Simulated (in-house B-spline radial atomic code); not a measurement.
What moves the levels of Hg IX (Hg8+) ([Xe] 4f14 5d4)? Level of theory: Dirac-Hartree-Fock, average of configuration, Fermi nucleus of rms radius 5.4648 fm; calculated with a B-spline radial code for spherical atoms.

Baseline run (computed): total energy -19631.9270 hartree, 1s1/2 at -3079.057 hartree, 5d5/2 at -131.78 eV with <r> = 1.214 bohr.

Scaling the speed of light c (a factor of 100 is close to the non-relativistic limit):

```
c/c0  ΔE (hartree)  5d5/2 level (eV)  5d5/2 <r> (bohr)
 0.9       -371.95          -130.949             1.219
0.98       -62.488          -131.637             1.215
1.02        57.808          -131.916             1.213
 1.5        745.08          -133.644             1.203
 100        1240.6          -135.038             1.196
```

Changing the nucleus:

| nucleus | ΔE (eV) |
| --- | --- |
| Gaussian nucleus of rms radius 5.4648 fm | -1.03 |
| uniform spherical nucleus of rms radius 5.4648 fm | 0.244 |
| Gaussian nucleus of rms radius 0.01 fm | -130 |
| Fermi nucleus of rms radius 5.3555 fm | -4.16 |
| Fermi nucleus of rms radius 5.5741 fm | 4.21 |

A larger nucleus binds the electrons less, roughly as the density at the nucleus times the change of the nuclear <r²>. At equal rms radius the shape enters only through higher moments. A radius of 0.01 fm is nearly a point.
